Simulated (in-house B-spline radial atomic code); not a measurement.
The numbers below are computed, except where a source is named.
## Ghost states of the separable form: Sc

Sc, [Ar] 3d1 4s2, non-relativistic LDA (VWN5), spherical and spin-unpolarised, from an all-electron radial atomic-structure program (B-spline basis) (atomic units; all potentials screened as in the neutral atom).

Troullier-Martins channels: 4s (ε = -0.1565, r_c = 2.555 bohr), 3p (ε = -1.2332, r_c = 0.86 bohr), 3d (ε = -0.1311, r_c = 2.775 bohr). In the Kleinman-Bylander form one channel serves as the local potential, and each other channel l becomes |δV u><u δV|/<u|δV|u>, with δV = V_l − V_local and u the pseudo-orbital. Its strength is E_KB = <u|δV²|u>/<u|δV|u>. By the analysis of Gonze, Stumpf and Scheffler a spurious state lies below the reference level ε if E_KB > 0 and ε is above the second level of the local potential alone, or if E_KB < 0 and ε is above its first. The table's levels are those of angular momentum l in a sphere of 9 bohr, whose wall can lift a shallow ε a little above its free-atom value.

| local | channel | <u δV u> | <u δV² u> | ε | first local level | second local level |
| --- | --- | --- | --- | --- | --- | --- |
| d | s | 0.1313 | 0.47011 | -0.1547 | -3.8268 | -0.3914 |
| d | p | 0.59536 | 0.78977 | -1.2332 | -1.8708 | -0.0461 |
| s | d | -2.1783 | 9.3766 | -0.1309 | 0.0693 | 0.3258 |
| s | p | -3.6224 | 16.853 | -1.2332 | -0.0574 | 0.1893 |
| p | d | -0.3373 | 0.39912 | -0.1309 | 0.0178 | 0.1896 |
| p | s | 0.14433 | 0.35368 | -0.1547 | -3.5302 | -0.4214 |

Problem. Apply the rule to each row.

Solution. Local d, channel s: E_KB = +3.58, so ε = -0.1547 is set against -0.3914: a ghost. Local d, channel p: E_KB = +1.33, so ε = -1.2332 is set against -0.0461: no ghost. Local s, channel d: E_KB = -4.3, so ε = -0.1309 is set against 0.0693: no ghost. Local s, channel p: E_KB = -4.65, so ε = -1.2332 is set against -0.0574: no ghost. Local p, channel d: E_KB = -1.18, so ε = -0.1309 is set against 0.0178: no ghost. Local p, channel s: E_KB = +2.45, so ε = -0.1547 is set against -0.4214: a ghost.

Diagonalising the separable Hamiltonian gives:

```tsv
local	channel	three lowest levels	all-electron, two lowest valence levels
d	s	-1.6753, -0.1547, 0.1139	-0.1547, 0.1145
d	p	-1.2332, -0.0339, 0.2188	-1.2332, -0.0461
s	d	-0.1309, 0.1059, 0.4052	-0.1309, 0.1021
s	p	-1.2332, -0.0241, 0.2422	-1.2332, -0.0461
p	d	-0.1309, 0.1031, 0.3897	-0.1309, 0.1021
p	s	-2.0602, -0.1547, 0.1134	-0.1547, 0.1145
```

Problem. Which choices of local channel are safe?

Solution. Free of ghosts: s. With d local the s channel has a ghost 1.52 hartree below ε, since the local potential binds more than one state below ε, and a repulsive term of rank one raises each level at most to the next, so it clears only one of them. With p local the s channel has a ghost 1.91 hartree below ε, since the local potential binds more than one state below ε, and a repulsive term of rank one raises each level at most to the next, so it clears only one of them. Among the safe choices the second level, which tests transfer, is off by at most 22.0 millihartree (s local).
